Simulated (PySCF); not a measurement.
Mg(SH)(SiH3) (H4MgSSi), SMILES [SiH3][Mg][SH].

Geometry optimised at PBE-D3(BJ)/def2-TZVP. Other conformers were not sampled.

All values below come from PBE-D3(BJ)/def2-TZVP in PySCF.

Frequencies are harmonic and unscaled.

A small imaginary wavenumber (i) marks a very flat motion, where grid noise or a shallow saddle decides the sign.

```json
[
 {"mode": "1", "ν (cm⁻¹)": "10i", "IR (km/mol)": "6.5", "moving atoms (share of kinetic energy)": "H 98 %"},
 {"mode": "2", "ν (cm⁻¹)": "78", "IR (km/mol)": "22.3", "moving atoms (share of kinetic energy)": "Mg 66 %, S 14 %, H 12 %"},
 {"mode": "3", "ν (cm⁻¹)": "84", "IR (km/mol)": "20.6", "moving atoms (share of kinetic energy)": "Mg 68 %, S 15 %, H 9 %"},
 {"mode": "4", "ν (cm⁻¹)": "247", "IR (km/mol)": "0.6", "moving atoms (share of kinetic energy)": "Si 53 %, S 39 %"},
 {"mode": "5", "ν (cm⁻¹)": "366", "IR (km/mol)": "0.5", "moving atoms (share of kinetic energy)": "H 87 %, Si 9 %"},
 {"mode": "6", "ν (cm⁻¹)": "372", "IR (km/mol)": "0.1", "moving atoms (share of kinetic energy)": "H 86 %, Si 10 %"},
 {"mode": "7", "ν (cm⁻¹)": "477", "IR (km/mol)": "50.9", "moving atoms (share of kinetic energy)": "Mg 58 %, H 25 %, S 12 %"},
 {"mode": "8", "ν (cm⁻¹)": "514", "IR (km/mol)": "37.2", "moving atoms (share of kinetic energy)": "H 69 %, Mg 16 %, S 15 %"},
 {"mode": "9", "ν (cm⁻¹)": "808", "IR (km/mol)": "278.6", "moving atoms (share of kinetic energy)": "H 91 %, Si 8 %"},
 {"mode": "10", "ν (cm⁻¹)": "907", "IR (km/mol)": "36.2", "moving atoms (share of kinetic energy)": "H 98 %"},
 {"mode": "11", "ν (cm⁻¹)": "908", "IR (km/mol)": "37.6", "moving atoms (share of kinetic energy)": "H 98 %"},
 {"mode": "12", "ν (cm⁻¹)": "2117", "IR (km/mol)": "76.8", "moving atoms (share of kinetic energy)": "H 99 %"},
 {"mode": "13", "ν (cm⁻¹)": "2130", "IR (km/mol)": "79.2", "moving atoms (share of kinetic energy)": "H 96 %"},
 {"mode": "14", "ν (cm⁻¹)": "2131", "IR (km/mol)": "79.1", "moving atoms (share of kinetic energy)": "H 96 %"},
 {"mode": "15", "ν (cm⁻¹)": "2605", "IR (km/mol)": "2.5", "moving atoms (share of kinetic energy)": "H 97 %"}
]
```
